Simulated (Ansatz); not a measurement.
Computed with Ansatz on PBE0-D4/def2-TZVP structures; ΔE is electronic, products minus reactants. CCSD(T)/CBS is the MP2 limit (def2-TZVPP, def2-QZVPP) plus CCSD(T) − MP2 in def2-TZVPP, frozen cores. DFT in def2-TZVPP. For Zn outer-core shells are correlated without core-valence functions, which leaves a few kJ/mol of doubt a bond. Scalar relativity is left out up to krypton. Each species was taken in one conformer, which may not be the lowest.

`C[N](C)[Zn][NH2]` → `[NH2][ZnH]` + `C=NC`  (β-hydride elimination)

(1) Is it downhill or uphill in electronic energy at CCSD(T)/CBS, and by how much? (Estimate.)

(2) What do these levels give: PBE0-D4, r2SCAN0-D4, CAM-B3LYP-D4, SCS-MP2/def2-TZVPP, CCSD/def2-TZVPP, HF/CBS(def2)? (An estimate is asked.)

Largest T1 diagnostic among the species: 0.016.

Results:

(1) The calculation gave: Uphill: ΔE = +27.5 kcal/mol.

(2) Ansatz gave: PBE0-D4 29.0, r2SCAN0-D4 29.4, CAM-B3LYP-D4 26.8, SCS-MP2/def2-TZVPP 26.5, CCSD/def2-TZVPP 25.8, HF/CBS(def2) 18.8 kcal/mol.

At CCSD(T), def2-SVP lies −2.1 kcal/mol from the extrapolated value and def2-TZVPP −1.4 kcal/mol. From BLYP to BHLYP (50 % exact exchange), in def2-TZVPP and without D4, ΔE moves by +6.3 kcal/mol. In def2-TZVPP, CCSD(T) changes the Hartree–Fock value by +7.7 kcal/mol (the triples alone add +0.3 kcal/mol) and MP2 by +11.5 kcal/mol.
